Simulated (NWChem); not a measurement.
Si$_{2}$H$_{5}$OF; SMILES F[SiH2]O[SiH3]

```xyz
9

Si    -0.2387     1.8833     0.0084
O      0.2673     0.3485     0.4013
Si     0.5000    -1.2163    -0.0230
F     -0.9295    -1.8960    -0.3673
H     -1.7156     1.9901     0.1814
H      0.1188     2.1924    -1.4088
H      0.4460     2.8442     0.9170
H      1.0842    -1.9397     1.1310
H      1.3323    -1.3046    -1.2511
```
Atoms are numbered in this order, from 1.

Program: NWChem. Pople sets run with spherical d functions. STO-3G and 3-21G are far too small for this property and stand as cheap habits. Geometry: optimised at PBE0/def2-SVP. Field at 589 nm.

Question: Order these by “anisotropy (bohr³)”, lowest first: B3LYP/STO-3G; B3LYP/def2-SVP; B3LYP/6-31G*; B3LYP/def2-SVPD.

Answer: B3LYP/def2-SVP (9.4), B3LYP/6-31G* (9.9), B3LYP/def2-SVPD (11.1), B3LYP/STO-3G (15.0)
